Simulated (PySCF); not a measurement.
BaF2, triplet, at the geometry of the source list (a higher spin typed on purpose: for a closed-shell molecule this is an excited state) (core potentials on Ba); PBE/def2-SVP (PySCF).

Here is a job for PySCF.
```python
from pyscf import gto, scf, dft

mol = gto.Mole()
mol.atom = '''
    Ba   -0.000000   -0.000000   -0.000000
    F    -0.264400    1.573900   -1.383100
    F     0.264400   -1.573900    1.383100
'''
mol.basis = 'def2-svp'
mol.ecp = {'Ba': 'def2-svp'}
mol.charge = 0
mol.spin = 2
mol.verbose = 4
mol.build()

mf = dft.UKS(mol)
mf.xc = 'pbe'
mf.kernel()
```

Output, abridged:

```
PySCF version 2.14.0

[INPUT] verbose = 4
[INPUT] num. atoms = 3
[INPUT] num. electrons = 28
[INPUT] charge = 0
[INPUT] spin (= nelec alpha-beta = 2S) = 2
[INPUT] symmetry False subgroup None
[INPUT] Mole.unit = angstrom
[INPUT] Symbol           X                Y                Z      unit          X                Y                Z       unit  Magmom
[INPUT]  1 Ba     0.000000000000   0.000000000000   0.000000000000 AA    0.000000000000   0.000000000000   0.000000000000 Bohr   0.0
[INPUT]  2 F     -0.264400000000   1.573900000000  -1.383100000000 AA   -0.499643587335   2.974239947453  -2.613680202886 Bohr   0.0
[INPUT]  3 F      0.264400000000  -1.573900000000   1.383100000000 AA    0.499643587335  -2.974239947453   2.613680202886 Bohr   0.0

nuclear repulsion = 55.2510623967334
number of shells = 21
number of NR pGTOs = 97
number of NR cGTOs = 51
basis = def2-svp
ecp = {'Ba': 'def2-svp'}

******** <class 'pyscf.dft.uks.UKS'> ********
method = UKS
initial guess = minao
damping factor = 0
level_shift factor = 0
DIIS = <class 'pyscf.scf.diis.CDIIS'>
diis_start_cycle = 1
diis_space = 8
diis_damp = 0
SCF conv_tol = 1e-09
SCF conv_tol_grad = None
SCF max_cycles = 50
direct_scf = True
direct_scf_tol = 1e-13
number electrons alpha = 15  beta = 13
XC library pyscf.dft.libxc version 7.1.2
    S. Lehtola, C. Steigemann, M. J. T. Oliveira, and M. A. L. Marques,  SoftwareX 7, 1–5 (2018)
XC functionals = pbe
    J. P. Perdew, K. Burke, and M. Ernzerhof,  Phys. Rev. Lett. 77, 3865 (1996)
    J. P. Perdew, K. Burke, and M. Ernzerhof,  Phys. Rev. Lett. 78, 1396 (1997)
    J. P. Perdew, K. Burke, and M. Ernzerhof,  Phys. Rev. Lett. 77, 3865 (1996)
    J. P. Perdew, K. Burke, and M. Ernzerhof,  Phys. Rev. Lett. 78, 1396 (1997)
radial grids:
    Treutler-Ahlrichs [JCP 102, 346 (1995); DOI:10.1063/1.469408] (M4) radial grids

becke partition: Becke, JCP 88, 2547 (1988); DOI:10.1063/1.454033
pruning grids: <function nwchem_prune>
grids dens level: 3
symmetrized grids: False
atomic radii adjust function: <function treutler_atomic_radii_adjust>
small_rho_cutoff = 0
Set gradient conv threshold to 3.16228e-05
tot grids = 52448
init E= -214.774147964488

cycle= 1 E= -224.652294078656  delta_E= -9.88  |g|= 0.43  |ddm|= 1.98

cycle= 2 E= -224.645702576961  delta_E= 0.00659  |g|= 0.617  |ddm|= 1.49

cycle= 3 E= -224.764260885307  delta_E= -0.119  |g|= 0.118  |ddm|= 0.497

cycle= 4 E= -224.772087604028  delta_E= -0.00783  |g|= 0.0135  |ddm|= 0.288

cycle= 5 E= -224.772191493396  delta_E= -0.000104  |g|= 0.00275  |ddm|= 0.0581

cycle= 6 E= -224.772194824543  delta_E= -3.33e-06  |g|= 0.000316  |ddm|= 0.00424

cycle= 7 E= -224.772194868628  delta_E= -4.41e-08  |g|= 4.39e-05  |ddm|= 0.000495

cycle= 8 E= -224.772194869974  delta_E= -1.35e-09  |g|= 8.58e-06  |ddm|= 0.00017

cycle= 9 E= -224.772194870003  delta_E= -2.89e-11  |g|= 5.31e-07  |ddm|= 1e-05

Extra cycle  E= -224.772194870003  delta_E= -3.98e-13  |g|= 8.45e-07  |ddm|= 3.98e-06
converged SCF energy = -224.772194870003  <S^2> = 2.001685  2S+1 = 3.0011231
```
